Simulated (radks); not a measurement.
Rb2+, configuration [Ar] 3d10 4s2 4p5. Method: scalar-relativistic Kohn-Sham, PBEsol, spin-polarised, spherical densities, finite nucleus; open shells are filled with parallel spins first (spin-orbit coupling, left out, can overturn this in heavy ions); Fermi nuclear charge, rms radius 4.2036 fm; computed with a radial shooting solver on a logarithmic mesh with Libxc functionals.

Normalised radial functions P(r) = r R(r), r in bohr:

```
   r/bohr * 3d down, o 5s up (the largest magnitude, 1.37, reaches the edge; | marks zero, & curves that meet)
 0.003232                             *o
 0.004276                             *o
 0.005703                             *o
 0.007607                             *o
  0.01015                             *o
  0.01353                             *o
  0.01805                             *o
  0.02407                             *o
  0.03211                             *o
  0.04248                             |&
  0.05666                             o *
  0.07557                            o|  *
   0.1008                           o |     *
   0.1344                           o |         *
   0.1793                            o|               *
   0.2391                             |o                    *
   0.3189                             |  o                      *
    0.422                             |   o                      *
   0.5629                             |o                      *
   0.7507                          o  |                *
    1.001                       o     |         *
    1.335                        o    |   *
    1.781                             |&
    2.376                             *       o
    3.169                             *           o
    4.192                             *         o
    5.592                             *    o
    7.458                             * o
    9.947                             &
```

3d down: eigenvalue -123.82 eV, 0 radial nodes, <r> = 0.525 bohr, 90 % of the charge inside 0.854 bohr. 5s up (empty): eigenvalue -13.067 eV, 4 radial nodes at r = 0.0514, 0.208, 0.601, 1.70 bohr, <r> = 3.62 bohr, 90 % of the charge inside 5.19 bohr.
